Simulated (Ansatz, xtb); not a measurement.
Relative energy of two isomers of C5H5ClS

Structure I is `Cc1csc(Cl)c1`, a singlet and structure II is `Cc1cc(Cl)cs1`, a singlet. Both are isolated molecules in the gas phase, relaxed with PBE0-D3(BJ)/def2-SVP.

Estimate E(II) − E(I) at the level CCSD(T)/def2-SVP + ΔMP2/def2-TZVPP.

Calculated at CCSD(T)/def2-SVP + ΔMP2/def2-TZVPP: E(II) − E(I) = −9.7 kJ/mol, so structure II lies lower.

Level by level:

```json
{"level": "GFN2-xTB", "geometry": "GFN2-xTB", "E(II) − E(I) (kJ/mol)": "−9.3", "departure from the last row (kJ/mol)": "+0.4", "job, with rough time for the two": "optimisation, 2.2 s"}
{"level": "HF/STO-3G", "geometry": "GFN2-xTB", "E(II) − E(I) (kJ/mol)": "−8.1", "departure from the last row (kJ/mol)": "+1.6", "job, with rough time for the two": "single point, 4.3 s"}
{"level": "r2SCAN-D4/def2-SVP", "geometry": "GFN2-xTB", "E(II) − E(I) (kJ/mol)": "−10.6", "departure from the last row (kJ/mol)": "−0.8", "job, with rough time for the two": "single point, 20 s"}
{"level": "PBE0-D3(BJ)/def2-SVP", "geometry": "PBE0-D3(BJ)/def2-SVP", "E(II) − E(I) (kJ/mol)": "−10.5", "departure from the last row (kJ/mol)": "−0.7", "job, with rough time for the two": "optimisation, 2.5 min"}
{"level": "HF/def2-SVP", "geometry": "PBE0-D3(BJ)/def2-SVP", "E(II) − E(I) (kJ/mol)": "−12.7", "departure from the last row (kJ/mol)": "−3.0", "job, with rough time for the two": "part of the CCSD(T) run"}
{"level": "MP2/def2-SVP", "geometry": "PBE0-D3(BJ)/def2-SVP", "E(II) − E(I) (kJ/mol)": "−10.2", "departure from the last row (kJ/mol)": "−0.5", "job, with rough time for the two": "part of the CCSD(T) run"}
{"level": "CCSD(T)/def2-SVP", "geometry": "PBE0-D3(BJ)/def2-SVP", "E(II) − E(I) (kJ/mol)": "−10.0", "departure from the last row (kJ/mol)": "−0.3", "job, with rough time for the two": "single point"}
{"level": "CCSD(T)/def2-SVP + ΔMP2/def2-TZVPP", "geometry": "PBE0-D3(BJ)/def2-SVP", "E(II) − E(I) (kJ/mol)": "−9.7", "departure from the last row (kJ/mol)": "", "job, with rough time for the two": "single point, 5 min"}
```

As drawn, both hold the same kinds of bond in the same numbers.

The levels shown agree on the order. The largest departure from CCSD(T)/def2-SVP + ΔMP2/def2-TZVPP is that of HF/def2-SVP, 3.0 kJ/mol. The last row adds to CCSD(T) the change of the MP2 difference between the two basis sets, here +0.3 kJ/mol.

With thermal terms from frequencies at re-optimised GFN2-xTB minima (ideal gas, soft modes damped towards free rotors, one conformer each, 298.15 K, 1 atm): on the last row, ΔE + ΔZPE = −10.0, ΔH = −9.8, ΔG = −10.4 kJ/mol.

The correlated steps freeze 15 core orbitals. Programs: Ansatz 0.2.0, xtb 6.7.1; the last row on 2 threads of AMD EPYC (Zen 3) on a shared host.
